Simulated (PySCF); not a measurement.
A species of formula C5H6FNSi has this rotational fingerprint, computed with B3LYP/def2-SVPD in PySCF (dipole) on a GFN2-xTB geometry, gas phase:

| Quantity | Value |
| --- | --- |
| Rotational constants | A = 2997, B = 1335, C = 993.6 MHz |
| Dipole components | \|μa\| = 5.09 D, \|μb\| = 2.38 D, \|μc\| = 0.59 D |
| Inertial defect | -38.50 u·Å² |
| κ | -0.66 |

Question: Which structure is it? (One computed conformer of each.)
A. `[CH2:1]=[C:2]([F:3])/[CH:4]=[CH:5]/[SiH2:6][C:7]#[N:8]` with C1–C2–C4–C5 180°, C4–C5–Si6–C7 0°
B. `N#C[C@H]1C/C(=C\F)[SiH2]1`
C. `N#CC1=CC[SiH2][C@H]1F`

Answer: C. It is N#CC1=CC[SiH2][C@H]1F, an asymmetric top, point group C1. The candidates at the same level (rigid rotor, commonest isotopes):

| SMILES | A (MHz) | B (MHz) | C (MHz) | μa (D) | μb (D) | μc (D) | Δ (u·Å²) | point group | rotor |
| --- | --- | --- | --- | --- | --- | --- | --- | --- | --- |
| N#CC1=CC[SiH2][C@H]1F | 2997 | 1335 | 993.6 | 5.09 | 2.38 | 0.59 | -38.50 | C1 | asymmetric top |
| N#C[C@H]1C/C(=C\F)[SiH2]1 | 3340 | 990.6 | 825.9 | 2.78 | 2.89 | 1.73 | -49.56 | C1 | asymmetric top |
| C=C(F)/C=C/[SiH2]C#N | 3279 | 803.2 | 650.1 | 1.40 | 1.85 | 0.00 | -6.02 | Cs | asymmetric top |

`C=C(F)/C=C/[SiH2]C#N` has B 40 % too low; `N#C[C@H]1C/C(=C\F)[SiH2]1` has B 26 % too low. No structure here is proved a minimum.
